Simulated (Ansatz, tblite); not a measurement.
Removing and adding an electron: `[Ag][S]c1ccc(C#Cc2ccc(C#Cc3ccccc3)cc2)cc1`. The state is a singlet with charge 0. Geometry: PBE-D4/def2-SVP. Ansatz, gas phase; energy differences of separate SCF runs; the oxidised species was run as a doublet alone; the reduced species was run as a doublet alone.

```
atom   x (Å)   y (Å)   z (Å)
 Ag1  -9.667  -3.965   2.030
  S2  -8.274  -5.238   0.634
  C3  -6.804  -4.236   0.564
  C4  -5.715  -4.504   1.426
  C5  -4.526  -3.781   1.321
  C6  -4.382  -2.758   0.345
  C7  -3.176  -2.016   0.240
  C8  -2.127  -1.372   0.148
  C9  -0.921  -0.632   0.040
 C10  -0.777   0.390  -0.938
 C11   0.407   1.116  -1.042
 C12   1.502   0.855  -0.174
 C13   2.707   1.599  -0.278
 C14   3.753   2.247  -0.367
 C15   4.955   3.002  -0.461
 C16   6.047   2.737   0.408
 C17   7.225   3.484   0.313
 C18   7.344   4.507  -0.644
 C19   6.271   4.778  -1.510
 C20   5.088   4.037  -1.424
 C21   1.358  -0.167   0.802
 C22   0.175  -0.894   0.907
 C23  -5.476  -2.498  -0.524
 C24  -6.661  -3.226  -0.417
 H25  -5.818  -5.296   2.183
 H26  -3.685  -3.997   1.996
 H27  -1.616   0.602  -1.615
 H28   0.505   1.905  -1.802
 H29   5.950   1.936   1.156
 H30   8.063   3.268   0.994
 H31   8.273   5.093  -0.714
 H32   6.358   5.578  -2.262
 H33   4.246   4.247  -2.100
 H34   2.198  -0.379   1.480
 H35   0.076  -1.683   1.667
 H36  -5.374  -1.713  -1.288
 H37  -7.501  -3.024  -1.097
```

In the def2 sets Ag takes a core potential; there is no spin–orbit coupling. The xTB rows come from tblite. Single mean-field runs in def2-TZVP are fitted with def2-universal-jkfit. HOMO above LUMO, or a gap near zero within one spin, warns that the state may not be the lowest or that an electron is smeared out.

```
               level  −HOMO (eV)  vertical IE (eV)  −LUMO (eV)  vertical EA (eV)  HOMO–LUMO gap (eV)  IE − EA (eV)                                                                              remarks
            GFN1-xTB       10.42             12.09        8.54              6.91                1.88          5.17                                                                                    –
            GFN2-xTB        9.72             11.33        7.54              5.98                2.18          5.35                                                                                    –
    PBE-D4/def2-TZVP        5.03              6.53        3.64              2.03                1.39          4.50  gap within one spin near zero (+1 doublet), restricted SCF unstable in HF (singlet)
r2SCANh-D4/def2-TZVP        5.35              6.61        3.22              1.92                2.13          4.69                                              restricted SCF unstable in HF (singlet)
   PBE0-D4/def2-TZVP        5.68              6.72        2.94              1.78                2.74          4.95                                              restricted SCF unstable in HF (singlet)
```

   Raw xTB energy differences between charge states are shifted by several eV; the methods need an empirical correction for them. Sets without diffuse functions give affinities that are too small.
